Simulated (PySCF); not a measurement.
Dipole response of La²⁺ (lanthanum, charge +2)

[Xe] 5d1, 2D determinant. Calculation: PySCF 2.14, in ANO-RCC-VTZP (8s7p5d3f2g1h, 104 functions); scalar relativity by spin-free X2C-1e. Coupled (time-dependent) response in atomic units; α is the mean over directions. The basis has no added diffuse functions, which lowers α and C₆.

```csv
method,mean α (bohr³),"α xx, yy, zz",C₆ (like pair),S(−4)
BHandHLYP,18.65,"21.77, 21.77, 12.40",125.6,202.5
```

S(−4) is the Cauchy moment in α(ω) = α(0) + S(−4) ω² + …

Spin-orbit coupling is absent.

α(iu) at BHandHLYP:

| u (hartree) | α(iu) (bohr³) |
| --- | --- |
| 0 | 18.65 |
| 0.0500 | 18.17 |
| 0.100 | 16.98 |
| 0.200 | 14.14 |
| 0.300 | 11.82 |
| 0.500 | 8.759 |
| 0.750 | 6.412 |
| 1.00 | 4.865 |
| 1.50 | 3.034 |
| 2.00 | 2.070 |
| 3.00 | 1.162 |
| 5.00 | 0.5393 |

A single London oscillator, α(iu) = α/(1 + u²/ω²), gives C₆ = (3/4) ω α². Matching the computed C₆ needs ω = 4 × 125.6 / (3 × 18.65²) = 0.481 hartree.

For an ion, C₆ is the dispersion term alone; charge-induced terms of lower order in 1/R come first.

The components differ because the open shell of this determinant is not spherical; for a pure term their mean is the scalar polarisability.

Spin-orbit coupling, absent here, splits the open shell strongly.
